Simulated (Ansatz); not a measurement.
Program: Ansatz. Geometries: PBE0-D4/def2-TZVP. ΔE: electronic, gas phase. CCSD(T)/CBS adds triple-zeta CCSD(T) − MP2 to the extrapolated MP2 energy (def2 sets, frozen cores). DFT in def2-TZVPP. B3LYP here is the variant with VWN-RPA as its local correlation; programs differ in this. For Sc, Se outer-core shells are correlated without core-valence functions, which leaves a few kJ/mol of doubt a bond. Scalar relativity is left out up to krypton. One conformer a species, not always the lowest.

`[NH2][Sc]([O][SiH3])[O][SiH3]` + `[NH2][AlH][SeH]` → `[SiH3][NH][AlH][SeH]` + `[NH2][Sc]([OH])[O][SiH3]`  (ligand exchange at the Si–O bond)

```tsv
level	ΔE (kJ/mol)
PBE0-D4	52.8
B3LYP-D4	57.1
B2PLYP	60.5
SCS-MP2/def2-TZVPP	59.1
```

What does CCSD(T)/CBS give? (Best estimate.)

The calculation gave: +57.8 kJ/mol. The listed levels differ from it by -5.0, -0.7, 2.7, 1.3 kJ/mol.

Largest T1 diagnostic among the species: 0.015.

In def2-TZVPP, CCSD(T) changes the Hartree–Fock value by −15.7 kJ/mol (the triples alone add −2.2 kJ/mol) and MP2 by −17.2 kJ/mol. The D4 term adds −5.3 kJ/mol with B3LYP and −2.7 kJ/mol with PBE0; it sums over pairs of atoms, weighted by their polarisabilities, and B3LYP, whose exchange is more repulsive, gets the larger term.
